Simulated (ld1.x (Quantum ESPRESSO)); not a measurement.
## B: one change to a PAW potential, before and after

ld1.x (Quantum ESPRESSO) 7.5 input, shortened:

```
&input
   title='B', zed=5., rel=1, dft='PBE', iswitch=3,
   config='[He] 2s2 2p0 3d-2'
 /
 &inputp
   pseudotype=3, lpaw=.true., tm=.true., lloc=-1, rcloc=2.20,
   nlcc=.true., new_core_ps=.true., rcore=1.05,
   which_augfun='PSQ', rmatch_augfun_nc=.true.
 /
6
2S  1  0   2.00   0.00  0.80  1.15  0.0
2S  1  0   0.00   0.70  0.80  1.15  0.0
2P  2  1   0.00   0.00  1.60  2.20  0.0
2P  2  1   0.00  -0.35  1.60  2.20  0.0
3D  3  2  -2.00   0.40  1.55  1.90  0.0
3D  3  2  -2.00   3.00  1.55  1.90  0.0
 &test
   configts(1)='2s2 2p0'
 /
```

Change: wave 2s channel at 0.7 Ry: rcut 0.80, rcutus 1.15 bohr becomes 2s channel at 3.9 Ry: rcut 0.80, rcutus 1.15 bohr.

Cutoffs: the cutoffs (Ry, on a coarse ladder) from which the occupation-weighted sum of valence levels, in a spherical-Bessel basis at the reference potential, stays within 10 and 1 mRy of its value at 400 Ry; they do not see the model core or the augmentation charge, which bear on the density cutoff. Errors are all-electron minus pseudo energies relative to the spin-unpolarised reference configuration.

Task: Predict the effect on cutoff, ghosts and configuration errors.

Result: The potential gets neither clearly harder nor softer (21 Ry and 30 Ry → 21 Ry and 30 Ry); of the 7 tests that both files solve, the error grows in 0 and shrinks in 3 by more than 15 % and 0.3 meV (median size 0.7 → 0.5 meV); neither file shows a bound ghost.

```csv
quantity,base,changed
"cutoff, loose",21 Ry,21 Ry
"cutoff, tight",30 Ry,30 Ry
bound ghosts,none,none
"error for 2s2 2p1, meV [ΔE -8.22 eV]",+0.7,+0.3
"error for 2s1 2p0, meV [ΔE 25.42 eV]",-1.7,-1.9
"error for 2s2 2p0.5, meV [ΔE -5.33 eV]",+0.3,+0.1
"error for 2s2 2p1.3, meV [ΔE -8.96 eV]",+0.8,+0.4
"error for 2s1 2p1, meV [ΔE 6.14 eV]",-0.6,-0.6
"error for 2s0 2p3, meV [ΔE 3.50 eV]",-0.7,-0.7
"error for 2s1 2p2, meV [ΔE -2.37 eV]",+0.8,+0.5
s: phases at 2.39 bohr within 0.05 rad from the reference energy up to (Ry; the scan ends near 5),to the end of the scan,to the end of the scan
p: phases at 2.39 bohr within 0.05 rad from the reference energy up to (Ry; the scan ends near 5),to the end of the scan,to the end of the scan
d: phases at 2.39 bohr within 0.05 rad from the reference energy up to (Ry; the scan ends near 5),to the end of the scan,to the end of the scan
lowest overlap eigenvalue by channel,"s 0.74, p 0.90, d 0.97","s 0.75, p 0.90, d 0.97"
```
